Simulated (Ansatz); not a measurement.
C2H3ClSe (`ClCC=[Se]`) at its PBE0-D4/def2-TZVP geometry, where that method's forces vanish. The species carries charge 0 and has multiplicity 1.

```xyz
7

Cl   -0.8547    1.8548    0.2138
C    -0.6122    0.1244   -0.1658
C     0.7951   -0.2592    0.0914
Se    1.2838   -1.6595    1.0150
H    -1.3093   -0.4589    0.4313
H    -0.8458    0.0060   -1.2278
H     1.5431    0.3924   -0.3579
```

What forces (eV/Å) does B3LYP-D4/def2-TZVPP give on these atoms in Ansatz 0.2.0? (An estimate is asked.)

The calculation gave: 
```
Cl1 -0.084  0.418  0.095
C2  -0.107 -0.360 -0.148
C3   0.091  0.242 -0.189
Se4  0.126 -0.292  0.201
H5   0.043  0.043 -0.062
H6   0.000 -0.003  0.074
H7  -0.070 -0.049  0.028
```

B3LYP here is the variant with VWN-RPA as its local correlation; programs differ in this.
